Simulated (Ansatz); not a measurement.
## Reading a saddle point

A first-order saddle point of SnNH₇S, closed shell, PBE0-D4/def2-TZVP, with one imaginary mode of 799i cm⁻¹:

```xyz
10
angstrom
Sn -0.8837 0.3587 -0.8570
S 1.0243 1.2768 1.6322
H -1.7278 -0.6441 -1.9761
H -1.9924 1.1155 0.1676
H 0.2672 1.2730 -1.6910
H 0.6724 -0.2503 1.0308
N 0.1420 -1.1116 0.2777
H 2.1401 1.3946 0.8951
H 0.8199 -1.6512 -0.2504
H -0.4619 -1.7614 0.7711
```

Ansatz 0.2.0; basis: def2-TZVPP and def2-QZVPP; cores frozen in the correlated methods. Filled d shells of the heavier atoms are correlated. Core potentials replace the inner electrons of the atoms past krypton. The def2 sets are not built for correlating such inner shells, so the correlated values are less sure here. Extrapolation: Hartree–Fock as exp(−7.88 √X), correlation as X^−2.97.

Problem. Which contacts change along the imaginary mode, and what lies on either side? (A judgement: the text doesn't fix the answer.)

Solution. By the calculation: The step is SnH₄S ([SH][SnH3]) + NH₃ → SnNH₅ ([NH2][SnH3]) + H₂S, with the molecules in contact on both sides. Shortening one way: Sn1–N7, S2–H6; lengthening the same way: Sn1–S2, H6–N7.
| pair | one side (Å) | saddle (Å) | other side (Å) |
| --- | --- | --- | --- |
| Sn1–N7 | 4.08 | 2.12 | 2.05 |
| S2–H6 | 3.93 | 1.68 | 1.36 |
| Sn1–S2 | 2.39 | 3.27 | 4.10 |
| H6–N7 | 1.01 | 1.26 | 2.08 |

Problem. Which side is lower, and how far does the saddle lie above each? (Judge from chemistry; the value comes from the calculation.)

Solution. The calculation gives: The side with Sn1–S2, H6–N7 short is lower by 70.7 kJ/mol; the saddle lies 113.9 kJ/mol above it and 43.2 kJ/mol above the other (CCSD(T) at an estimated basis limit (MP2 extrapolated from triple and quadruple zeta, plus CCSD(T) − MP2 in triple zeta); electronic energies).

T1 diagnostic: at most 0.013. The start structure is not quite a true minimum (one mode of 26i cm⁻¹).

Labels in which every atom is bracketed show which atoms are joined, not bond orders.

For scale, one of the runs: CCSD(T)/def2-TZVPP, 221 basis functions, launched by `ansatz run in.yaml --threads 4 --pin off --events-out ev --progress --plain --max-ram 9574MiB`. Hardware: 4 CPU threads of an Intel Xeon Platinum 8488C, shared host. Wall time 75 s; peak host memory 3.7 GiB.
